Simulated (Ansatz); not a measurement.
Start from `OB[SiH2][ZnH]` and change one atom or group to get `BC[SiH2]BO`.

Ansatz, PBE0-D4/def2-TZVP geometries, multiplicity 1. Each molecule was computed in one conformer, which needn't be the lowest.

Scalar relativity is left out up to krypton.

```csv
property,`OB[SiH2][ZnH]`
LUMO energy (B3LYP/def2-TZVPP) / eV,-1.55
size of the dipole moment (B3LYP/def2-TZVPP) / D,1.78
HOMO–LUMO gap (ωB97M-V/def2-TZVPP) / eV,9.17
HOMO–LUMO gap (PBE/def2-TZVPP) / eV,3.75
size of the dipole moment (PBE/def2-TZVPP) / D,1.77
HOMO–LUMO gap (B3LYP/def2-TZVPP) / eV,5.16
```

**Question.** What does the change do to each property? (Best estimate.)

**Answer.** Computed: 
```csv
property,`BC[SiH2]BO`,shift
LUMO energy (B3LYP/def2-TZVPP) / eV,-1.43,0.12
size of the dipole moment (B3LYP/def2-TZVPP) / D,3.08,1.30
HOMO–LUMO gap (ωB97M-V/def2-TZVPP) / eV,10.71,1.54
HOMO–LUMO gap (PBE/def2-TZVPP) / eV,4.42,0.67
size of the dipole moment (PBE/def2-TZVPP) / D,3.22,1.45
HOMO–LUMO gap (B3LYP/def2-TZVPP) / eV,6.21,1.05
```

With PBE0 the HOMO falls by 0.94 eV and the LUMO rises by 0.11 eV, so the gap widens by about 1.05 eV. PBE moves the HOMO by -0.74 eV and ωB97M-V by -1.10 eV. Dipoles are sizes alone; their direction can turn.

Positive LUMOs are unbound, so they and the gaps depend on the basis.

B3LYP here is the variant with VWN-RPA as its local correlation; programs differ in this.
